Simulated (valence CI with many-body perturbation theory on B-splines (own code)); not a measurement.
## Pr XI: key properties

Computed by valence CI with perturbative core correlation (CI+MBPT): three valence electrons over a frozen Dirac-Fock core [Kr] 4d10, a basis of 7 s, 7 p, 7 d, 7 f, 4 g, 2 h functions for each j, with the one-electron correlation potential Σ1 (screened to all orders), the two-electron term Σ2, the three-electron term Σ3, Breit, model QED; selected single and double excitations, second order for the rest, scaled by the run's own slope (own B-spline code, finite nucleus).

No measured spectrum was set against this ion. As an estimate, levels hold to about 250 cm⁻¹ or 0.2 % of their energy and the worst to 1 %, as in measured heavy ions of charge 2 to 7; those with d or f electrons hold less well.

Names give the largest LS component (configuration and term), which can be under half, so a name can repeat, a term be missing and a line seem to break the LS rules; names also repeat where a configuration has a term twice.

Rates and lifetimes use the calculated energies. Strong lines usually hold to 10 to 20 %, long lifetimes can be off by a factor of two.

(1) What is the ground level?

(2) What is the ionisation energy?

(3) How is the term 2P° of the ground level split?

(4) Name the longest-lived excited levels whose lifetime is computed, and their main decay.

(5) What are the static dipole polarisabilities of the lowest levels?

Answers

(1) 5s2 5p 2P°_1/2, composition 98 % 5s2 5p 2P°, g = 0.665.

(2) 163.04 eV; NIST lists 162 ± 2.4 eV (theoretical).

(3) J = 1/2 at 0.000, J = 3/2 at 4.851 eV.

(4) 4f 5s2 2F°_5/2 at 0.514 eV lives 46400 s, mostly by E2 to 5s2 5p 2P°_1/2; 4f2 5s 4H_13/2 at 21.760 eV lives 3.64 s, mostly by M1 to 4f2 5s 4H_11/2; 4f2 5s 4H_11/2 at 21.516 eV lives 2.75 s, mostly by M1 to 4f2 5s 4H_9/2.

(5) 5s2 5p 2P°_1/2 2.12; 4f 5s2 2F°_5/2 2.15 (tensor 0.033); 4f 5s2 2F°_7/2 2.15 (tensor 0.041); 5s2 5p 2P°_3/2 2.23 (tensor 0.13) bohr³, of which the core gives 0.364.
